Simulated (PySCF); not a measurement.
## 4-chloroanisole (COc1ccc(Cl)cc1, C7H7ClO)

Geometry:
```
atom   x (Å)   y (Å)   z (Å)
  C1   2.090   0.305   0.061
  O2   1.117  -0.646  -0.271
  C3  -0.148  -0.453   0.150
  C4  -1.078  -1.438  -0.214
  C5  -2.405  -1.332   0.171
  C6  -2.822  -0.234   0.929
 Cl7  -4.483  -0.099   1.411
  C8  -1.910   0.748   1.295
  C9  -0.573   0.643   0.909
 H10   2.217   0.398   1.155
 H11   1.852   1.300  -0.354
 H12   3.034  -0.044  -0.376
 H13  -0.729  -2.286  -0.806
 H14  -3.128  -2.098  -0.112
 H15  -2.244   1.602   1.887
 H16   0.125   1.425   1.208
```

Theory: quadratic response CAM-B3LYP/aug-cc-pVDZ first hyperpolarisability, Taylor convention, gas phase in PySCF. Geometry: PBE0-D3(BJ)/def2-SVP.

Give the tensor of the second harmonic β(−2ω;ω,ω) at 1064 nm in the axes of these coordinates.

In au, Taylor convention; rows are the first index (the induced dipole):
|  | xx | yy | zz | xy | xz | yz |
| --- | --- | --- | --- | --- | --- | --- |
| x | +124.8 | -23.4 | -8.2 | -31.2 | -56.1 | -6.1 |
| y | -31.9 | -33.4 | -7.8 | -21.3 | -3.7 | +25.4 |
| z | -56.9 | +25.9 | -35.1 | -3.9 | -8.4 | -7.3 |

Norm of βᵢ = ⅓ Σⱼ (βᵢⱼⱼ + βⱼᵢⱼ + βⱼⱼᵢ): 136.0 au, hyper-Rayleigh value 68.4 au.
